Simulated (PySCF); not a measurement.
Gas-phase equilibrium of 1 mol SnCl4, 35 mol H2 at 1600 K and 1.00 bar, among 14 species (SnCl4, HCl, SnH2, SnHCl3, SnCl3, H, H2, SnH4, SnCl2, SnH2Cl2, Cl, Cl2, SnH3Cl, SnHCl). Only gases are allowed; each row takes one source of thermochemistry for all species, and Cantera finds the minimum.

Computed with PySCF (xtb for GFN2) and rigid-rotor harmonic-oscillator thermochemistry at 1 bar. † marks an energy on the PBE0/def2-TZVP geometry and frequencies; other levels use their own. MP2 freezes the core. Open shells (unrestricted) among the columns below: H (multiplicity 2), Cl (multiplicity 2, electronic degeneracy 6); the rest are closed-shell singlets. GFN2 has no spin-polarisation term. Spin-orbit splitting is ignored; it lowers the true energy and changes the entropy of Cl. Sn: scalar-relativistic def2 core potential, no spin-orbit coupling. MP2 isn't extrapolated to the basis-set limit. The harmonic model lacks anharmonicity and excited electronic states, which grow with temperature; levels with a mode under 35 cm⁻¹ are left out. Soft modes under 120 cm⁻¹ make the harmonic entropy rough for SnCl2.

Molecules larger than those listed are left out.

Mole fractions:

```json
[
 {"thermochemistry": "BLYP/def2-TZVP†", "x H2": "0.92", "x HCl": "0.054", "x SnCl2": "0.027", "x H": "5.6e-5", "x Cl": "7.3e-6"},
 {"thermochemistry": "GFN2-xTB", "x H2": "0.92", "x HCl": "0.054", "x SnCl2": "0.027", "x H": "5.5e-6", "x Cl": "5.6e-6"},
 {"thermochemistry": "HF/def2-TZVP†", "x H2": "0.92", "x HCl": "0.054", "x SnCl2": "0.027", "x H": "0.0033", "x Cl": "0.00067"},
 {"thermochemistry": "MP2/def2-SVP†", "x H2": "0.92", "x HCl": "0.054", "x SnCl2": "0.027", "x H": "0.00032", "x Cl": "8.1e-6"},
 {"thermochemistry": "ωB97M-V/def2-TZVP†", "x H2": "0.92", "x HCl": "0.054", "x SnCl2": "0.027", "x H": "6.6e-5", "x Cl": "2.5e-6"},
 {"thermochemistry": "ωB97X-V/def2-TZVP†", "x H2": "0.92", "x HCl": "0.054", "x SnCl2": "0.027", "x H": "7.5e-5", "x Cl": "3.1e-6"}
]
```
The most sensitive of these is H: it spans a factor of 10^2.8 over these rows; at this temperature one factor of ten is RT ln 10 = 31 kJ/mol.
